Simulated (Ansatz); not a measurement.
Compare A (`B[SiH2]OCC`) with its isomer B (`B[SiH2]COC`).

Gas-phase electronic energies from Ansatz, PBE0-D4/def2-TZVP geometries. CCSD(T)/CBS is the MP2 limit (def2-TZVPP, def2-QZVPP) plus CCSD(T) − MP2 in def2-TZVPP, frozen cores. Functionals use def2-TZVPP. Each species was taken in one conformer, which may not be the lowest.

Which is lower in electronic energy at CCSD(T)/CBS, and by how much? (Best estimate.)

Computed: A, by 36.9 kcal/mol.

Give E(B) − E(A) in kcal/mol with PBE0-D4, r2SCAN-D4, ωB97M-V, HF/def2-TZVPP, MP2/def2-TZVPP, CCSD/def2-TZVPP, PBE-D4. (An estimate is asked.)

Computed: PBE0-D4 34.7, r2SCAN-D4 36.0, ωB97M-V 36.1, HF/def2-TZVPP 38.7, MP2/def2-TZVPP 37.9, CCSD/def2-TZVPP 36.8, PBE-D4 33.2. None reverses the order clearly.

Largest T1 diagnostic: 0.011.

In def2-TZVPP, CCSD(T) changes the Hartree–Fock value by −2.3 kcal/mol (the triples alone add −0.5 kcal/mol) and MP2 by −0.8 kcal/mol. From PBE to PBE0 (25 % exact exchange), in def2-TZVPP and without D4, E(B) − E(A) moves by +1.5 kcal/mol.
